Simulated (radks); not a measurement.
Problem. Neutral mercury, configuration [Xe] 4f14 5d9.5 6s2 6p0.5 (fractional occupations, a model configuration). Method: Dirac Kohn-Sham, PBE, spin-unpolarised, spherical densities, finite nucleus; open shells fill j = l - 1/2 first; Fermi nuclear charge, rms radius 5.4648 fm; computed with a radial shooting solver on a logarithmic mesh with Libxc functionals. Some entries of the table are withheld. Estimate them.

orbital,occ.,eigenvalue (hartree),<r^2> (bohr^2),<r> (bohr)
1s1/2,2,-3050.139,0.0003810,0.01659
2s1/2,2,-540.2524,0.005741,0.06926
2p1/2,2,-518.5125,0.004054,0.05692
2p3/2,4,-446.9410,0.005240,0.06560
3s1/2,2,-128.2615,0.03725,(1)
3p1/2,2,-118.4306,0.03392,0.1704
3p3/2,4,-102.5776,0.04031,0.1863
3d3/2,4,-86.24108,(2),0.1621
3d5/2,6,-82.84397,(3),0.1670
4s1/2,2,-28.27014,0.1800,0.3992
4p1/2,2,-24.04765,0.1833,0.4011
4p3/2,4,-20.21996,0.2154,0.4353
4d3/2,4,-13.30456,0.2264,0.4425
4d5/2,6,-12.59086,0.2377,0.4536
5s1/2,2,-4.41927,0.9125,0.9019
4f5/2,6,-3.69284,0.2771,0.4792
4f7/2,8,-3.53875,0.2850,0.4859
5p1/2,2,-3.02411,1.065,(4)
5p3/2,4,-2.35050,1.287,(5)
5d3/2,4,(6),2.439,1.435
5d5/2,5.5,(7),2.675,1.499
6s1/2,2,-0.29015,7.883,2.621
6p1/2,0.5,-0.08213,16.89,3.759
6p3/2,0,-0.05304,24.33,4.496

Solution. 
(1) 3s1/2 <r> (bohr): 0.1801
(2) 3d3/2 <r^2> (bohr^2): 0.03086
(3) 3d5/2 <r^2> (bohr^2): 0.03260
(4) 5p1/2 <r> (bohr): 0.9708
(5) 5p3/2 <r> (bohr): 1.067
(6) 5d3/2 eigenvalue (hartree): -0.47811
(7) 5d5/2 eigenvalue (hartree): -0.40854
